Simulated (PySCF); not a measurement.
**Core-level binding energies of `CC[C@H]1CC[CH2][GeH2][CH2]1`**

C₇H₁₆Ge.
SMILES with atom numbers: `[CH3:1][CH2:2][C@H:3]1[CH2:4][CH2:5][CH2:6][GeH2:7][CH2:8]1`

Cartesian coordinates in Å at the PBE0-D3(BJ)/def2-SVP level; atoms count from 1:
```xyz
24
C7H16Ge angstrom
C     -3.0714    0.4065    0.0521
C     -1.9695   -0.5745   -0.3143
C     -0.5619   -0.1730    0.1414
C      0.4251   -1.3137   -0.1424
C      1.8116   -1.1846    0.4898
C      2.6684   -0.0490   -0.0730
Ge     1.6957    1.6440    0.0761
C     -0.1186    1.1579   -0.4805
H     -3.0946    0.5929    1.1382
H     -2.9438    1.3788   -0.4477
H     -4.0598    0.0195   -0.2385
H     -1.9541   -0.7265   -1.4093
H     -2.2055   -1.5610    0.1217
H     -0.6007   -0.0406    1.2415
H     -0.0301   -2.2534    0.2131
H      0.5303   -1.4290   -1.2382
H      1.6927   -1.0544    1.5811
H      2.3440   -2.1433    0.3631
H      2.8781   -0.2249   -1.1420
H      3.6419    0.0073    0.4378
H      1.6847    2.1224    1.5464
H      2.2960    2.7587   -0.8063
H     -0.1255    1.0717   -1.5820
H     -0.8157    1.9697   -0.2233
```

The calculation used delta-SCF UKS SCAN, pcX-2 on the ionised atom, pcseg-1 elsewhere, spin-free X2C in PySCF. These are vertical core ionisation energies against the vacuum level, from separate self-consistent calculations with and without the core hole.

Task: What binding energy does each computed site have?

Result: 
| atom(s) | environment | level | binding energy (eV) | above the level's lowest (eV) | count |
| --- | --- | --- | --- | --- | --- |
| C8 | sp3 carbon bound to germanium | C 1s | 289.74 | 0.00 | 1 |
| C6 | sp3 carbon bound to germanium | C 1s | 289.85 | +0.11 | 1 |
| C4 | ring CH2 carbon | C 1s | 290.20 | +0.46 | 1 |
| C2 | chain CH2 carbon | C 1s | 290.24 | +0.50 | 1 |
| C3 | sp3 CH carbon | C 1s | 290.27 | +0.53 | 1 |
| C5 | ring CH2 carbon | C 1s | 290.37 | +0.63 | 1 |
| C1 | methyl carbon | C 1s | 290.39 | +0.65 | 1 |

Lowest listed C 1s: C8, bonded to C, 2 H and Ge. Highest, 0.65 eV above it: C1, bonded to C and 3 H. The widest gap between neighbouring values is 0.35 eV, between 289.85 and 290.20 eV. Summing the Pauling electronegativity differences to the bonded atoms, each weighted by its formal bond order, gives -1.24 for the lowest site and -1.05 for the highest; the largest sum, -0.35, belongs to C3, 0.12 eV below the top. The values 290.20, 290.24 and 290.27 eV; the values 290.37 and 290.39 eV lie too close for their order to be trusted.

Task: Give the binding energy of C 1s of C3 in hartree and in kJ/mol.

Result: 290.27 eV = 10.6672 Eh = 28007 kJ/mol.

No level of germanium is listed. One conformer (not necessarily the lowest) at the PBE0-D3(BJ)/def2-SVP geometry, without solvent, vibrations or thermal averaging.
